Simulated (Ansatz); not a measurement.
The same ligand exchange along the group F, Cl, Br, I.

Calculated with Ansatz (gas phase, PBE0-D4/def2-TZVP geometries, no zero-point term in ΔE). CCSD(T)/CBS is the MP2 limit (def2-TZVPP, def2-QZVPP) plus CCSD(T) − MP2 in def2-TZVPP, frozen cores. This one scheme is used for every species. def2 core potentials past Kr. For I outer-core shells are correlated without core-valence functions, which leaves a few kJ/mol of doubt a bond. One conformer a species, not always the lowest.

Order these by ΔE at CCSD(T)/CBS, lowest first. (Estimate.)
A. `Cl[SiH]1CO1` + H₂S → `S[SiH]1CO1` + HCl
B. `I[SiH]1CO1` + H₂S → `S[SiH]1CO1` + HI
C. `F[SiH]1CO1` + H₂S → `S[SiH]1CO1` + H–F

B (+0.27 eV), A (+0.37 eV), C (+0.77 eV).

Largest T1 diagnostic: 0.013, for `S[SiH]1CO1`.
